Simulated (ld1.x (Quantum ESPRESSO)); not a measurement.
# What the settings do to the ultrasoft potential of Rb

Base potential:

ld1.x (Quantum ESPRESSO) 7.5 input, shortened:

```
&input
   title='Rb', zed=37., rel=1, dft='PBESOL', iswitch=3,
   config='[Kr] 4d-2 5s1 5p0'
 /
 &inputp
   pseudotype=3, tm=.true., lloc=-1, rcloc=2.90,
   nlcc=.true., new_core_ps=.true., rcore=2.45,
   which_augfun='PSQ', rmatch_augfun_nc=.true.
 /
5
4S  1  0   2.00   0.00  2.40  2.95  0.0
5S  2  0   1.00   0.00  2.40  2.95  0.0
4P  2  1   6.00   0.00  2.35  2.75  0.0
5P  3  1   0.00   0.00  2.35  2.75  0.0
4D  3  2  -2.00  -0.15  2.00  2.70  0.0
 &test
   configts(1)='4s2 4p6 5s1 5p0'
 /
```

All-electron outer shells of the reference configuration (PBEsol, scalar-relativistic, ld1.x):

```json
{"shell": "3p", "level (eV)": "-224.65", "outermost node (bohr)": "0.19", "outermost maximum (bohr)": "0.44"}
{"shell": "3d", "level (eV)": "-103.99", "outermost node (bohr)": "–", "outermost maximum (bohr)": "0.39"}
{"shell": "4s", "level (eV)": "-31.91", "outermost node (bohr)": "0.62", "outermost maximum (bohr)": "1.25"}
{"shell": "4p", "level (eV)": "-15.98", "outermost node (bohr)": "0.64", "outermost maximum (bohr)": "1.42"}
{"shell": "5s", "level (eV)": "-2.22", "outermost node (bohr)": "1.79", "outermost maximum (bohr)": "4.43"}
{"shell": "5p", "level (eV)": "-0.74", "outermost node (bohr)": "2.20", "outermost maximum (bohr)": "6.14"}
```

Cutoffs, loose and tight: the cutoffs (Ry, on a coarse ladder) from which the occupation-weighted sum of valence levels, in a spherical-Bessel basis at the reference potential, stays within 10 and 1 mRy of its value at 400 Ry. They do not see the model core or the augmentation charge, which bear on the density cutoff. Test errors are all-electron minus pseudo excitation energies from the reference, over the configurations 4s2 4p6 5s0 5p0; 4s2 4p6 5s0.5 5p0; 4s2 4p6 5s0 5p1; 4s1 4p6 5s1 5p0; 4s2 4p5 5s1 5p0. A dash means not determined; rows that change the core or the reference have their own tests. The largest error is taken over the tests solved by every variant that gives reliable tests at all: 4s2 4p6 5s0 5p0; 4s2 4p6 5s0 5p1; 4s2 4p6 5s0.5 5p0.

A true bound ghost makes a file unfit for plane-wave use even where its test errors are small: the radial tests pick states by their node count and pass the ghost by.

Cutoffs are not given where the Bessel-basis levels miss the radial ones by over 6 mRy, ghosts where they miss by over 20 mRy; a channel whose overlap is not positive is not tested.

A file whose overlap is not positive is unfit for use, and its test errors describe a broken file.

```csv
change,outcome,bound ghosts,largest test error (meV)
base,"generated, overlap not positive",not determined (overlap not positive),-1.2
"all radii but the core radius scaled by about 1.29 (s 3.80, p 3.54, d 3.48 bohr, rcut 3.08/3.02/2.58); local potential all-electron potential smoothed inside 3.72 bohr (lloc = -1)","generated, overlap not positive",not determined (overlap not positive),"test run stopped at test 2 of 5 (negative rho), 1 before it not solved"
"waves 4s (bound): rcut 2.40, rcutus 3.28 bohr; 5s (bound): rcut 2.40, rcutus 3.28 bohr","generated, overlap not positive",not determined (overlap not positive),-0.4
"wave 4d channel at -0.15 Ry: rcut 2.00, rcutus 2.70 bohr becomes 4d channel at -0.15 Ry: rcut 1.78, rcutus 1.88 bohr","generated, overlap not positive",not determined (overlap not positive),-1.2
core correction none,"generated, overlap not positive",not determined (overlap not positive),-1.1
"reference 4s2 4p6 5s0.75 5p0.25; added wave 4d channel at 2 Ry: rcut 2.00, rcutus 2.70 bohr","generated, overlap not positive",not determined (overlap not positive),+80
"waves 4p (bound): rcut 1.58, rcutus 1.68 bohr; 5p (bound): rcut 1.58, rcutus 1.68 bohr","generated, overlap not positive",not determined (overlap not positive),-1.3
"functional PBE; added wave 4d channel at 2.65 Ry: rcut 2.00, rcutus 2.70 bohr","generated, overlap not positive",not determined (overlap not positive),-1435
"wave 4d channel at -0.15 Ry: rcut 2.00, rcutus 2.70 bohr becomes 4d channel at 2.82 Ry: rcut 2.00, rcutus 2.70 bohr","generated, overlap not positive",not determined (overlap not positive),-1.2
local potential all-electron potential smoothed inside 1.70 bohr (lloc = -1),"generated, overlap not positive",not determined (overlap not positive),-0.6
```

Task: What comes out with this change to the base: local potential all-electron potential smoothed inside 2.05 bohr (lloc = -1)?

Result: outcome: generated, overlap not positive; bound ghosts: d (s, p not tested, overlap not positive); largest test error (meV): -0.6. A file whose overlap is not positive is unfit for use, and its test errors describe a broken file.
